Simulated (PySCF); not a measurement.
C₄H₃S, doublet, geometry from GFN2-xTB; M062X/STO-3G in PySCF.

PySCF was given this input:
```python
from pyscf import gto, scf, dft

mol = gto.M(
    atom='''
C     0.41047637   -1.39328892   -0.18344938
C     1.23247863   -0.35476814   -0.15707414
S     0.28150493    1.10974650    0.08658406
C    -1.17618315    0.18464828    0.13407073
C    -0.96017171   -1.14882389   -0.02420000
H     2.29379584   -0.27638475   -0.25285561
H    -2.10966106    0.69299398    0.27768379
H    -1.72781451   -1.89915720   -0.02625646
''',
    basis='sto-3g',
    spin=1,
    verbose=4,
)

mf = dft.UKS(mol)
mf.xc = 'm062x'
mf.kernel()
mf.analyze()
```

Output, abridged:

```
PySCF version 2.14.0

[INPUT] verbose = 4
[INPUT] num. atoms = 8
[INPUT] num. electrons = 43
[INPUT] charge = 0
[INPUT] spin (= nelec alpha-beta = 2S) = 1
[INPUT] symmetry False subgroup None
[INPUT] Mole.unit = angstrom
[INPUT] Symbol           X                Y                Z      unit          X                Y                Z       unit  Magmom
[...]
nuclear repulsion = 193.340532922831
number of shells = 20
number of NR pGTOs = 96
number of NR cGTOs = 32
basis = sto-3g
ecp = {}

******** <class 'pyscf.dft.uks.UKS'> ********
method = UKS
initial guess = minao
damping factor = 0
level_shift factor = 0
DIIS = <class 'pyscf.scf.diis.CDIIS'>
diis_start_cycle = 1
diis_space = 8
diis_damp = 0
SCF conv_tol = 1e-09
SCF conv_tol_grad = None
SCF max_cycles = 50
direct_scf = True
direct_scf_tol = 1e-13
number electrons alpha = 22  beta = 21
XC library pyscf.dft.libxc version 7.1.2
    S. Lehtola, C. Steigemann, M. J. T. Oliveira, and M. A. L. Marques,  SoftwareX 7, 1–5 (2018)
XC functionals = m062x
    Y. Zhao and D. G. Truhlar,  Theor. Chem. Acc. 120, 215 (2008)
    Y. Zhao and D. G. Truhlar,  Theor. Chem. Acc. 120, 215 (2008)
radial grids:
    Treutler-Ahlrichs [JCP 102, 346 (1995); DOI:10.1063/1.469408] (M4) radial grids

becke partition: Becke, JCP 88, 2547 (1988); DOI:10.1063/1.454033
pruning grids: <function nwchem_prune>
grids dens level: 3
symmetrized grids: False
atomic radii adjust function: <function treutler_atomic_radii_adjust>
small_rho_cutoff = 0
Set gradient conv threshold to 3.16228e-05
tot grids = 104776
init E= -547.048586514365

cycle= 1 E= -546.003911804063  delta_E= 1.04  |g|= 0.134  |ddm|= 3.01
cycle= 2 E= -546.022761314032  delta_E= -0.0188  |g|= 0.0831  |ddm|= 0.349
cycle= 3 E= -546.027146774569  delta_E= -0.00439  |g|= 0.0409  |ddm|= 0.156
cycle= 4 E= -546.028800282646  delta_E= -0.00165  |g|= 0.0108  |ddm|= 0.0749
cycle= 5 E= -546.028995566594  delta_E= -0.000195  |g|= 0.00628  |ddm|= 0.0308
cycle= 6 E= -546.029073905253  delta_E= -7.83e-05  |g|= 0.00242  |ddm|= 0.0194
cycle= 7 E= -546.029096243247  delta_E= -2.23e-05  |g|= 0.00174  |ddm|= 0.0112
cycle= 8 E= -546.029105075197  delta_E= -8.83e-06  |g|= 0.000976  |ddm|= 0.00674
cycle= 9 E= -546.029110536231  delta_E= -5.46e-06  |g|= 0.000322  |ddm|= 0.00874
cycle= 10 E= -546.029110907038  delta_E= -3.71e-07  |g|= 0.000166  |ddm|= 0.00188
cycle= 11 E= -546.029110994337  delta_E= -8.73e-08  |g|= 6.78e-05  |ddm|= 0.000871
cycle= 12 E= -546.029111012966  delta_E= -1.86e-08  |g|= 1.97e-05  |ddm|= 0.000437
cycle= 13 E= -546.02911101415  delta_E= -1.18e-09  |g|= 8.13e-06  |ddm|= 0.000103
cycle= 14 E= -546.029111014241  delta_E= -9.12e-11  |g|= 4.99e-06  |ddm|= 2.66e-05
Extra cycle  E= -546.029111014247  delta_E= -5.23e-12  |g|= 5.26e-06  |ddm|= 1.32e-05
converged SCF energy = -546.029111014247  <S^2> = 0.76509501  2S+1 = 2.0150385
**** SCF Summaries ****
Total Energy =                        -546.029111014246723
Nuclear Repulsion Energy =             193.340532922830931
One-electron Energy =                -1135.578966821763061
Two-electron Energy =                  396.209322884685434
Two-electron Coulomb Energy =          444.857606881447794
DFT Exchange-Correlation Energy =      -48.648283996762331
**** MO energy ****
                             alpha | beta                alpha | beta
[...]
To work with the spin densities directly, `use mulliken_meta_spin()` only printing them here.

 ** Mulliken spin pop alpha/beta on meta-lowdin orthogonal AOs **
 ** Mulliken Spin Density (per AO)  **
spin_pop of  0 C 1s        0.00000
spin_pop of  0 C 2s        0.18500
spin_pop of  0 C 2px       0.10433
spin_pop of  0 C 2py       0.62353
spin_pop of  0 C 2pz       0.11111
spin_pop of  1 C 1s        0.00000
spin_pop of  1 C 2s       -0.00882
spin_pop of  1 C 2px      -0.00956
spin_pop of  1 C 2py      -0.02571
spin_pop of  1 C 2pz      -0.09306
spin_pop of  2 S 1s        0.00000
spin_pop of  2 S 2s        0.00000
spin_pop of  2 S 3s       -0.00049
spin_pop of  2 S 2px       0.00001
spin_pop of  2 S 2py       0.00005
spin_pop of  2 S 2pz      -0.00000
spin_pop of  2 S 3px       0.01644
spin_pop of  2 S 3py       0.06704
spin_pop of  2 S 3pz      -0.00612
spin_pop of  3 C 1s        0.00000
spin_pop of  3 C 2s        0.01147
spin_pop of  3 C 2px       0.00226
spin_pop of  3 C 2py       0.01122
spin_pop of  3 C 2pz       0.03173
spin_pop of  4 C 1s        0.00000
spin_pop of  4 C 2s       -0.00267
spin_pop of  4 C 2px      -0.00432
spin_pop of  4 C 2py      -0.00712
spin_pop of  4 C 2pz      -0.03055
spin_pop of  5 H 1s        0.01448
spin_pop of  6 H 1s        0.00131
spin_pop of  7 H 1s        0.00843
 ** Mulliken Spin Density (per atom)  **
spin density of  0 C =      1.02398
spin density of  1 C =     -0.13715
spin density of  2 S =      0.07693
spin density of  3 C =      0.05668
spin density of  4 C =     -0.04466
spin density of  5 H =      0.01448
spin density of  6 H =      0.00131
spin density of  7 H =      0.00843
 ** Mulliken pop alpha/beta on meta-lowdin orthogonal AOs **
 ** Mulliken pop       alpha | beta **
[...]
In total            22.00000 | 21.00000
 ** Mulliken atomic charges   ( Nelec_alpha | Nelec_beta ) **
charge of  0C =     -0.01635  (     3.52017      2.49618 )
charge of  1C =     -0.18824  (     3.02555      3.16270 )
charge of  2S =      0.29909  (     7.88892      7.81199 )
charge of  3C =     -0.15931  (     3.10800      3.05132 )
charge of  4C =     -0.10015  (     3.02774      3.07240 )
charge of  5H =      0.05754  (     0.47847      0.46399 )
charge of  6H =      0.05340  (     0.47396      0.47265 )
charge of  7H =      0.05402  (     0.47720      0.46877 )
Dipole moment(X, Y, Z, Debye): -0.10102,  0.72587,  0.08471
```
